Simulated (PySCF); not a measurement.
Al(Me)3 cation (C3H9Al), SMILES [CH3][Al]([CH3])[CH3] (connectivity only; charge and spin as stated), charge +1, multiplicity 2.

Geometry optimised at B3LYP-D3(BJ)/def2-SVP. The multiplicity is an assumed one; no other spin state was optimised. The isomer is the one that the SMILES or the coordinates give; other isomers of the formula were not compared.

Computed with IEF-PCM-B3LYP/def2-SVP (PySCF).

The values are the electrostatic part of the solvation free energy, E(continuum) − E(gas) at the gas-phase geometry, in a cavity of scaled van der Waals radii (PySCF's table); cavitation and dispersion terms are not included. A continuum can't describe solvent molecules that bind to the metal.

```json
[
 {"solvent": "water", "ε": "78.36", "ΔG(elec) (kcal/mol)": "-60.5"},
 {"solvent": "dimethylsulfoxide", "ε": "46.83", "ΔG(elec) (kcal/mol)": "-60.0"},
 {"solvent": "toluene", "ε": "2.37", "ΔG(elec) (kcal/mol)": "?"}
]
```

Problem. What belongs in the gaps? (An estimate is asked for; the answer gives what the named calculation found.)

Solution. 
- toluene, ΔG(elec) (kcal/mol): -34.5
